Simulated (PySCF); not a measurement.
C5H9N, SMILES C#CCCNC. Geometry: B3LYP-D3(BJ)/def2-SVP. One conformer was computed; it need not be the lowest.

Method: B3LYP-D3(BJ)/def2-SVP (PySCF 2.14.0).

Harmonic wavenumbers (cm⁻¹): 95, 118, 125, 249, 290, 365, 410, 520, 689, 701, 772, 795, 965, 1002, 1040, 1059, 1136, 1162, 1200, 1242, 1299, 1303, 1397, 1443, 1449, 1464, 1477, 1502, 1505, 2231, 2922, 2928, 3017, 3053, 3053, 3074, 3108, 3472, 3511. Rotational constants (GHz): 16.55, 1.359, 1.290; symmetry number 1.

Work out the zero-point energy and the ideal-gas rigid-rotor harmonic-oscillator thermochemistry at 298.15 K and 1 atm.

ZPE = ½ Σ hcν = ½ × 57144 cm⁻¹ = 341.80 kJ/mol. H − E(el) = 363.73 kJ/mol. Entropy in J/(mol K): translation 163.88, rotation 112.16, vibration 72.38, total 348.42. G − E(el) = 259.85 kJ/mol. Cp = 115.75 J/(mol K). Modes under 150 cm⁻¹ make the vibrational entropy uncertain.
